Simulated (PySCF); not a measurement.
An unknown shows these calculated signals:

$^{1}$H NMR (600 MHz, computed): δ 7.75 (s, 1H), 5.36 (sept, 1H), 2.56 (s, 3H), 0.43 (d, 6H).

$^{13}$C{$^{1}$H} NMR (computed): δ 154.5 (C), 146.6 (CH), 15.1 (CH3), 0.1 (CH3).

PySCF calculation with coordinates at the GFN2-xTB level and shieldings: GIAO PBE0/pcSseg-1; non-relativistic, one averaged value for each set of equivalent atoms, in vacuum, one conformer.

Chemical shifts δ = σref − σ; $^{1}$H (31.72 ppm) and $^{13}$C (186.93 ppm) against TMS, all at this level.

Problem. Which of these does the molecule contain: a Si–CH3 group, a tert-butyl group, a ketone, a Si–H bond, an ester, a heteroaromatic ring?

Solution. 
- A Si–CH3 group: yes (δC 0.1; δH 0.43 (d)).
- A tert-butyl group: no.
- A ketone: no.
- A Si–H bond: yes (δH 5.36 (sept)).
- An ester: no.
- A heteroaromatic ring: yes.

The data belong to `Cc1nncn1[SiH](C)C`, C₅H₁₁N₃Si; they needn't prove each group on their own.

Carbon signals by region: 2 in the sp2 and nitrile region (100–160 ppm), 2 below 50 ppm.

Shifts are as computed. Against solution values, carbons near 30 ppm lie about +3 ppm off and those near 130 ppm about +5 ppm. Of 1211 compounds with measured shifts, 218 miss one by over three times the rms of a fit or turn the order of signals round; such compounds aren't used in these exercises. Multiplicities follow the n + 1 count of equivalent neighbours, as no J values were calculated; m marks all less simple cases, F and P coupling included.
